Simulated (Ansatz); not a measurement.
A calculation with Ansatz (development build ahead of 0.2.0).

```yaml
crystal:
  periodic: [false, false, false]
  atoms:
    - { symbol: Ti, position_ang: [0.0, 0.0, 0.0] }
    - { symbol: F, position_ang: [1.78, 0.0, 0.0] }
    - { symbol: F, position_ang: [-0.89, 1.54153, 0.0] }
    - { symbol: F, position_ang: [-0.89, -1.54153, 0.0] }
basis:
  gaussian: { orbitals: def2-SVP }
magnetization:
  spin_polarized: true
  initial_magnetization: 1
hamiltonian:
  xc: pbe0
scf:
  omitted_lower_state_checks: [starts, atomic_configurations, cluster_reference, orbital_swaps, given_window_search, neighbouring_geometries, increment]
output:
  forces: true
```

The input is written out in the form of the current development build from the run's settings.

The run gave:

```yaml
Converged: yes
Total_energy: -1148.36293 hartree
Spin_squared_of_the_determinant: 0.753
Stability_test: minimum
```

Forces (eV/Å):
| atom | Fx | Fy | Fz |
| --- | --- | --- | --- |
| Ti1 | 0.000 | 0.000 | 0.000 |
| F2 | -0.791 | 0.000 | 0.000 |
| F3 | 0.395 | -0.685 | 0.000 |
| F4 | 0.395 | 0.685 | 0.000 |

Caution: other spin multiplicities were not run.
